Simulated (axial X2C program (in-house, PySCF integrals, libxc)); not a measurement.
Spin–orbit effects down a group: molecules with Te (ions), HF

All values come from calculations with an in-house all-electron X2C program for linear molecules (integrals from PySCF), spin-free (one-electron X2C) or two-component (2c: spin–orbit coupling with atomic mean-field Coulomb and Gaunt terms, which also bring small scalar terms), in Dyall basis sets with cores contracted in-house; open shells are unrestricted.

Basis sets: K dyall-cv3z, Li dyall-cv3z, Na dyall-cv3z, Rb dyall-cv3z, Te dyall-cv3z.

| molecule | spin-free state | Re (Å) | ωe (cm⁻¹) | De (eV) | 2c state | Re 2c (Å) | ωe 2c (cm⁻¹) | De 2c (eV) |
| --- | --- | --- | --- | --- | --- | --- | --- | --- |
| LiTe⁺ | M_S = 1, Λ = 0 | 2.805 | 300.8 | 0.96 | Ω = 1 | 2.817 | 289.5 | n/a |
| NaTe⁺ | M_S = 1, Λ = 0 | 3.194 | 140.2 | 0.63 | Ω = 1 | 3.214 | 132.4 | n/a |
| KTe⁺ | M_S = 1, Λ = 0 | 3.741 | 82.1 | 0.37 | Ω = 1 | 3.770 | 75.4 | n/a |
| RbTe⁺ | M_S = 1, Λ = 0 | 3.951 | 56.2 | 0.31 | Ω = 1 | 3.984 | 51.1 | n/a |

(1) Work out the shifts from the spin-free to the two-component result.

Fragments in 2c: Te + Li+, Te + Na+, Te + K+, Te + Rb+. Each entry is the lowest single determinant of a limited PBE0 search at one distance. De goes to single-determinant-based atoms at the same level (for ions the charge split of lowest energy) and is withheld (n/a) where an atom does not fit its ground term or J level. Main or longest-lived isotopes. One determinant is a doubtful description, or other states lie close, for LiTe⁺, NaTe⁺, KTe⁺, RbTe⁺; these need not be ground states, and all values refer to the states named. Some open-shell Ω = 0 determinants are out of reach, so the Ω given for LiTe⁺, NaTe⁺, KTe⁺, RbTe⁺ need not be the lowest component. With several unpaired electrons the Ω given is that of one determinant, not necessarily of the lowest component.

## Answers

(1) 

```tsv
molecule	2c state	ΔRe (Å)	Δωe (cm⁻¹)	ΔDe (eV)
LiTe⁺	Ω = 1	0.012	-11.3	n/a
NaTe⁺	Ω = 1	0.020	-7.8	n/a
KTe⁺	Ω = 1	0.029	-6.7	n/a
RbTe⁺	Ω = 1	0.033	-5.1	n/a
```

Shifts of one unit in the last digit are rounding.
